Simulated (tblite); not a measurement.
Compound: C3H7Si2 (doublet state).
Cartesian coordinates in Å at the GFN2-xTB level; atoms count from 1:
```xyz
12
C3H7Si2 angstrom
Si     2.0672    0.0866    0.1948
C      0.2594   -0.0414    0.7363
C     -0.4581   -1.0748   -0.0825
C     -1.4119   -0.4157   -0.7520
Si    -1.0210    1.2429    0.0446
H      2.8930   -1.0388    0.6287
H      2.2236    0.3470   -1.2327
H      0.2091   -0.2401    1.8087
H     -0.1967   -2.1234   -0.1205
H     -2.1036   -0.8204   -1.4735
H     -1.9861    1.7653    1.0115
H     -0.4738    2.3121   -0.7895
```

Computed with GFN2-xTB (tblite): harmonic, unscaled wavenumbers at the GFN2-xTB geometry, gas phase. Errors from tens to a few hundred cm⁻¹ against measured bands are possible. Modes of hydrogen on silicon can be 10 to 20 % off. One conformer, not necessarily the lowest. Open shells enter through the occupations alone, without spin polarisation, and single modes of such species can be off by tens of per cent.

Harmonic wavenumbers (cm⁻¹): 108.2, 132.6, 169.7, 303.5, 438.5, 467.4, 479.2, 513.6, 577.0, 601.6, 653.4, 744.3, 763.5, 778.1, 791.6, 856.2, 879.7, 1015.1, 1044.5, 1089.2, 1148.6, 1251.8, 1565.3, 2247.3, 2258.9, 2262.4, 2283.4, 2933.9, 3036.6, 3071.5.

A = 5865, B = 2268, C = 1851 MHz; mass 99.009 u (most abundant isotopes); point group C1, symmetry number 1; spin multiplicity 2.

Problem. Zero-point energy?

Solution. Half the sum of the wavenumbers: 17233 cm⁻¹ = 206.16 kJ/mol.

Problem. Give the ideal-gas entropy at 273.15 K and 1 bar in the rigid-rotor, harmonic-oscillator model (classical rotation).

Solution. Translation 164.35, rotation 111.75, vibration 58.93, spin (R ln 2) 5.76: S = 340.8 J/(mol K).

Problem. And Cp and H(273.15 K) − H(0)?

Solution. Cp = 113.34 J/(mol K), of which vibrations give 80.08 (their classical limit is 30 R = 249.4); H(273.15 K) − H(0) = 18.70 kJ/mol without the zero-point energy, 9.62 from vibrations.

Problem. Which modes carry the vibrational entropy at 273.15 K?

Solution. 108.2 cm⁻¹: 13.10; 132.6 cm⁻¹: 11.47; 169.7 cm⁻¹: 9.52; 303.5 cm⁻¹: 5.25; 438.5 cm⁻¹: 2.99; 467.4 cm⁻¹: 2.65 J/(mol K); the other 24 give 13.96 together.

Problem. What must be added to the electronic energy to get the Gibbs energy at 273.15 K and 1 bar?

Solution. ZPE + [H(273.15 K) − H(0)] − T·S = 206.16 + 18.70 − 93.09 = 131.77 kJ/mol.

Problem. How do the functions run with temperature in this model?

Solution. 
```
 T (K)  S (J/(mol K))  Cp (J/(mol K))  H − H(0) (kJ/mol)  G − H(0) (kJ/mol)  ln q(vib)
   150          286.9            70.7               7.36             -35.67       1.10
   250          331.1           105.6              16.17             -66.61       2.50
298.15          351.1           121.3              21.64             -83.03       3.24
   400          390.8           148.9              35.46            -120.84       4.91
   600          458.7           185.7              69.21            -205.99       8.24
   900          540.8           218.9             130.35            -356.41      12.96
```

q(vib) and H(0) count from the zero-point level.

Problem. Blend soft modes into free rotors: weight 1/[1 + (100 cm⁻¹/ν̃)⁴] for the oscillator and the rest for a rotor with moment μB/(μ + B), μ = h/(8π²ν), B = 10⁻⁴⁴ kg m². What vibrational entropy results?

Solution. 57.93 J/(mol K) in place of 58.93, which changes −T·S at 273.15 K by +0.27 kJ/mol.

Hindered rotation and anharmonicity are outside this model. Other conformers, if any are populated, would add a mixing term that is left out. The structure is chiral; the term R ln 2 for an equal mix with its mirror image is left out.
